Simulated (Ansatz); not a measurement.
Input file for C2H6B2FN, SMILES `BC1(F)NB1C`:

```yaml
crystal:
  periodic: [false, false, false]
  atoms:
    - {symbol: B, position_ang: [-1.255327, -0.469598, 0.900902]}
    - {symbol: C, position_ang: [-0.625144, 0.861193, 1.094344]}
    - {symbol: F, position_ang: [-1.174061, 2.058572, 0.844438]}
    - {symbol: N, position_ang: [0.758124, 0.823746, 0.932663]}
    - {symbol: B, position_ang: [0.337748, -0.072580, -0.036242]}
    - {symbol: C, position_ang: [0.830601, -0.611397, -1.401805]}
    - {symbol: H, position_ang: [-2.344590, -0.586519, 0.429402]}
    - {symbol: H, position_ang: [-0.673109, -1.393188, 1.408059]}
    - {symbol: H, position_ang: [1.431144, 1.541002, 1.141461]}
    - {symbol: H, position_ang: [1.902483, -0.466544, -1.553188]}
    - {symbol: H, position_ang: [0.301138, -0.072517, -2.195168]}
    - {symbol: H, position_ang: [0.587892, -1.667170, -1.530765]}
basis:
  gaussian: {orbitals: def2-TZVPP}
correlation: {method: ccsd_t}
```

```sh
$ ansatz run in.yaml --threads 4 --pin off --events-out ev --progress --plain --max-ram 10444MiB
```

Output of Ansatz, abridged:

```
Functional definition: HF
  name "HF"
  cite "Fock, Z. Phys. 61, 126 (1930) doi:10.1007/BF01340294"
  parent pbe
  exchange = exact_x
  correlation = 0
1627 factors; integrals over basis functions are off by at most 1.0e-3 eV
mean field evaluation 1: about -7684.5795 eV, gradient 4.0e1 eV
mean field evaluation 2: about -7684.8316 eV, gradient 4.0e1 eV
mean field evaluation 4: about -7688.7853 eV, gradient 4.3e0 eV
mean field evaluation 8: about -7688.8535 eV, gradient 2.8e-1 eV
mean field -7688.85404984 eV, -282.5601746393 hartree, gradient 8.5e-6 eV, S^2 0.000000; 0 other end points of the search recorded, 0 dependent functions left out
6 core orbitals not correlated: weight in the atoms' cores, before any rotation towards them, 1.000 or more for the frozen orbitals, at most 0.000 for the correlated occupied ones
reference -7688.85404984 eV, -282.5601746393 hartree; 16, 16 occupied and 248, 248 virtual orbitals, 1627 factors
second order -27.22459060 eV of doubles, -0.00000000 eV of singles
cycle   1  -27.35718150 eV  change   -1.3e-1 eV  update   1.1e-1
cycle   2  -28.00068514 eV  change   -6.4e-1 eV  update   3.5e-2
cycle   3  -28.14982842 eV  change   -1.5e-1 eV  update   1.8e-2
cycle   4  -28.13764099 eV  change    1.2e-2 eV  update   5.4e-3
cycle   5  -28.13301664 eV  change    4.6e-3 eV  update   2.6e-3
cycle   6  -28.13433604 eV  change   -1.3e-3 eV  update   9.8e-4
cycle   7  -28.13383990 eV  change    5.0e-4 eV  update   3.7e-4
cycle   8  -28.13373010 eV  change    1.1e-4 eV  update   1.4e-4
cycle   9  -28.13382285 eV  change   -9.3e-5 eV  update   6.0e-5
cycle  10  -28.13383269 eV  change   -9.8e-6 eV  update   2.2e-5
perturbative correction -1.20735769 eV, -0.0443695766 hartree
Total energy: -7718.19524022 eV, -283.6384434974 hartree
```

Hardware: 4 threads of an Arm Neoverse V1 on a shared host. Wall time 4.1 min, peak host memory 7.5 GiB.

Correlation energy per correlated electron: -0.917 eV. T1 diagnostic: 0.0135.
